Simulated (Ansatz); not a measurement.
CH2ClFOSi, SMILES `F[Si@H]1O[C@@H]1Cl` at its PBE0-D4/def2-TZVP geometry, where that method's forces vanish. Charge 0, multiplicity 1.

```xyz
7

F    -1.7380   -0.6857   -1.2568
Si   -0.9019   -0.0189   -0.0933
O     0.1804   -0.9718    0.6986
C     0.8944    0.0383   -0.0846
Cl    1.8062    1.1809    0.8893
H    -1.7870    0.8590    0.6797
H     1.5460   -0.4018   -0.8329
```

What forces (eV/Å) does r2SCAN-D4/def2-TZVPP give on these atoms in Ansatz? (Estimate.)

The calculation gave: 
```
F1  -0.040 -0.054 -0.043
Si2 -0.118  0.155 -0.028
O3  -0.083 -0.340  0.250
C4   0.053  0.098 -0.360
Cl5  0.153  0.170  0.159
H6   0.023 -0.019  0.001
H7   0.013 -0.009  0.020
```
